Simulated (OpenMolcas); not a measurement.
## Ionisation energies of niobium

- Program: OpenMolcas
- Basis: ANO-RCC-VTZP [7s6p4d2f1g]
- Scalar Hamiltonian: DKH2, point nucleus
- Spin-orbit coupling: state interaction with AMFI integrals over the reference wave functions, term energies averaged over their components

Active shells in each charge state: the valence d shell, with orbitals averaged over the low states. Where CASPT2's correlated closed shells are named, they are those of the first ion.

A. CASSCF
B. SS-CASPT2, IPEA 0.25 Eh, imaginary shift 0.1 Eh (closed shells correlated: 4s 4p)
C. SS-CASPT2, IPEA 0 Eh, imaginary shift 0.1 Eh (closed shells correlated: 4s 4p)
D. SS-CASPT2, IPEA 0.25 Eh, imaginary shift 0.1 Eh (closed shells correlated: none)
E. SS-CASPT2, IPEA 0.25 Eh, imaginary shift 0.1 Eh (closed shells correlated: 3d 4s 4p)

Energies in eV between the lowest computed levels, named as in B; reference values from the NIST Atomic Spectra Database with their kind.

| From | To | A | B | C | D | E | Spin-orbit share in B | Reference |
| --- | --- | --- | --- | --- | --- | --- | --- | --- |
| Nb2+ 4d3 4F 3/2 | Nb3+ 4d2 3F2 | 24.264 | 25.104 | 25.211 | 24.609 | 25.090 | -0.038 | 25.040 (semi-empirical) |
| Nb3+ 4d2 3F2 | Nb4+ 4d 2D 3/2 | 36.755 | 37.530 | 37.611 | 36.897 | 37.512 | +0.038 | 37.611 (measured) |
| Nb4+ 4d 2D 3/2 | Nb5+ 4p6 1S0 | 49.473 | 50.239 | 50.311 | 49.473 | 50.217 | +0.137 | 50.573 (measured) |

Error against the reference values, in %:

```tsv
From	Reference	A	B	C	D	E
Nb2+	semi-empirical	-3.1	+0.3	+0.7	-1.7	+0.2
Nb3+	measured	-2.3	-0.2	0	-1.9	-0.3
Nb4+	measured	-2.2	-0.7	-0.5	-2.2	-0.7
```

Mean absolute error over the 2 measured values: A 0.98 eV, B 0.21 eV, C 0.13 eV, D 0.91 eV, E 0.23 eV. C lies closest.

The lowest level within the active space need not be the ion's true ground level.
